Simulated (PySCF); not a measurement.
## NMR problem set

- NMR shieldings at PBE0/pcSseg-1/GIAO
- structure optimised with GFN2-xTB
- program: PySCF
- no solvent, one averaged value for each set of equivalent atoms, one computed conformer, relativity neglected

References, each an isolated molecule treated in the same way: TMS for 1H, 13C. Where no couplings were computed, multiplicities follow the n + 1 count of equivalent neighbours, and m marks all less simple cases (inequivalent or close neighbours, rings, F or P nearby). Shifts are as computed. Against solution values, carbons near 30 ppm lie about +3 ppm off and those near 130 ppm about +5 ppm. Of 1211 compounds with measured shifts, 218 miss one by over three times the rms of a fit or turn the order of signals round; such compounds aren't used in these exercises.

(1) C₈H₁₂N₂. 1H NMR (300 MHz, computed): δ 7.20 (m, 1H), 6.87 (m, 1H), 6.38 (m, 1H), 6.33 (m, 1H), 5.02 (m, 1H), 3.09 (sept, 1H), 1.28 (d, 6H). 13C{1H} NMR (computed): δ 166.2, 137.2, 135.1, 108.3, 105.8, 33.0, 26.2. Give a structure.

(2) C₄H₁₆OSi₃. 1H NMR (500 MHz, computed): δ 4.12 (s, 9H), 3.63 (sept, 1H), 1.18 (d, 6H). 13C{1H} NMR (computed): δ 75.7, 55.6, 27.3. What is it?

Answers

(1) `C=Cn1ccc(C(C)C)n1`. Rings plus π bonds: 4 (1 ring in the answer). 7 carbon signals for 8 carbons: some carbons are equivalent by symmetry or fast rotation. Carbon types of the structure: 1 × C, 4 × CH, 1 × CH2, 2 × CH3, which accounts for all hydrogens. δC 137.2: alkene CH; as expected for a trigonal carbon in a double bond. δC 135.1: aromatic CH next to a ring nitrogen. δC 108.3: aromatic CH. δC 105.8: terminal =CH2 carbon; as expected for a trigonal carbon in a double bond.

This is the structure that produced the data.

(2) SMILES CC(C)OC([SiH3])([SiH3])[SiH3]. Rings plus π bonds: 0. 3 carbon signals for 4 carbons: some carbons are equivalent by symmetry or fast rotation. Carbon types of the structure: 1 × C, 1 × CH, 2 × CH3, leaving 9 H on heteroatoms. δC 75.7: sp3 CH bonded to O; deshielded by the electronegative neighbour. δC 55.6: fully substituted sp3 carbon bonded to O and 3 Si; the inductive effect lowers its shielding. δC 27.3: methyl carbon; saturated and bonded to C and H only. δH 3.63: hydrogen on an sp3 CH bonded to O; its carbon carries O, which withdraws density.

This is the structure that produced the data.
